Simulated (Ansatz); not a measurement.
Species: H2Ga, SMILES `[GaH2]` (charge 0, multiplicity 2), formula H2Ga.

Q: How many basis functions does frozen-core CCSD(T)/cc-pVTZ // r2SCAN-D4/def2-TZVP (Ansatz, a quantum-chemistry and plane-wave program) use, how many core orbitals are frozen, and how many electrons are correlated?

A: 71 basis functions and 9 frozen orbitals, which leaves 15 correlated electrons (filled d shells below the valence shell are correlated). Core time is of the order of seconds.
